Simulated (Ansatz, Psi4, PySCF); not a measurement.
C$_{2}$H$_{5}$S, doublet, geometry from GFN2-xTB. Base run: CCSD(T)/STO-3G (PySCF).

Here is a job for PySCF.
```python
from pyscf import gto, scf, cc

mol = gto.M(
    atom='''
C     1.591205   -0.309065   -0.074235
C     0.141277   -0.746968   -0.194138
S    -1.004971    0.599201    0.152190
H     1.798620    0.048213    0.931932
H     2.249033   -1.148568   -0.290440
H     1.805409    0.493498   -0.776411
H    -0.087622   -1.545847    0.513545
H    -0.080798   -1.098314   -1.203423
''',
    basis='sto-3g',
    charge=0,
    spin=1,
    verbose=3,
)

mf = scf.UHF(mol)
mf.kernel()

mycc = cc.CCSD(mf)
mycc.kernel()
et = mycc.ccsd_t()
print('E(CCSD(T)) = %.10f' % (mycc.e_tot + et))
```

The same geometry, method and basis name were run in Ansatz (an electronic-structure program) and Psi4 and PySCF, at each program's defaults and at the settings that a row names. The base is PySCF at its defaults. Differences at the defaults can come from grids, fitting, cores and function types together.

```csv
code and settings,ΔE vs base (µEh),basis functions,E (Eh),SCF cycles
"PySCF, defaults (exact integrals, spherical functions, all electrons correlated)",0.0,24,-471.03450,11
"Psi4, defaults (exact integrals, spherical functions, all electrons correlated)",0.0,24,-471.03450,13
"Ansatz, defaults (factorised integrals, spherical functions, frozen core)",1198,24,-471.03330,-
"PySCF, frozen core",1189,24,-471.03331,11
"Psi4, exact integrals, spherical functions, frozen core",1189,24,-471.03331,13
"Ansatz, high accuracy, frozen core",1189,24,-471.03331,-
```

Open shells are given as the SCF converged; they aren't shown to be the lowest states, and a large step between rows can be another state.
